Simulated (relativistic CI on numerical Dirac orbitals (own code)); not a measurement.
## Ti²⁺ in a cubic cluster: L2,3 absorption with charge transfer

Computed with a charge-transfer multiplet model of a cubic metal-ligand cluster with up to one ligand hole, Slater and spin-orbit integrals from Dirac-Coulomb-Breit ions, Slater integrals scaled by 0.8. The ground state mixes d2 with configurations of k ligand holes L, whose averages lie at kΔ + k(k − 1)U_dd/2; a core hole lowers each added d electron by U_cd. 300 K, Lorentzian 0.4 eV and Gaussian 0.3 eV FWHM.

Atomic integrals in eV (Slater integrals scaled, ζ unscaled), ground: F2dd 6.578, F4dd 4.090, zeta_d 0.013; with the core hole: F2dd 7.324, F4dd 4.560, zeta_d 0.022, zeta_core 3.746, F2cd 3.920, G1cd 2.783, G3cd 1.577.

Cluster parameters (eV): Δ = 6.5, U_cd = 6, 10Dq = 1.15, 10Dq(ligand) = 0.8, V(eg) = 1.8, V(t2g) = -0.85, final-state hopping factor = 0.9.

```json
{"Case": "U_dd = 4.6 eV", "n_d": "2.18", "d2": "0.82", "d3L": "0.18", "S": "1.00"}
{"Case": "U_dd = 5.3 eV", "n_d": "2.18", "d2": "0.82", "d3L": "0.18", "S": "1.00"}
{"Case": "U_dd = 7.4 eV", "n_d": "2.18", "d2": "0.82", "d3L": "0.18", "S": "1.00"}
```

Weights, n_d and S are thermal averages at 300 K. Photon energies count from the first peak over 30 % of the highest in each spectrum, which can be another peak from case to case. The parameters are a model scan and need not match a compound or its usual spin state. Peaks in eV (height, largest 100):
- U_dd = 4.6 eV: -3.0 (9), 0.0 (100), 2.5 (32), 4.8 (61), 5.6 (60)
- U_dd = 5.3 eV: -3.0 (9), 0.0 (100), 2.5 (32), 4.8 (61), 5.7 (61), 6.2 (55)
- U_dd = 7.4 eV: -2.9 (9), 0.0 (100), 2.5 (32), 4.8 (62), 5.7 (63), 6.3 (56)

For the case U_dd = 5.3 eV, Δ = 6.5 eV is larger than U_dd = 5.3 eV, the Mott-Hubbard side of the Zaanen-Sawatzky-Allen scheme. With the core hole the configuration with one ligand hole lies at Δ + U_dd − U_cd = 5.1, 5.8, 7.9 eV from the one without, in the order of the table; where this is negative the screened configuration lies lower.

With at most 1 ligand hole the space is cut while the next configuration still counts, so covalency is underestimated, and a final configuration with one more ligand hole, which can lie low, is missing from the spectra.
